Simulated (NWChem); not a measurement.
# CH₅Sb; SMILES [CH3][SbH2]

Program: NWChem. Medium grid unless said otherwise, to which SCAN and Minnesota functionals are sensitive. All runs use the structure optimised with PBE0/def2-SVP. def2 effective core potentials on Sb; no spin-orbit coupling.

For level MN15/def2-SVP:

- highest occupied level (eV): -7.55
- orbital gap (eV): 8.15

Problem. How do the values read with level B3PW91/def2-SVP instead?

Solution. The highest occupied level (eV) comes out as -6.84 and the orbital gap (eV) is 6.75.
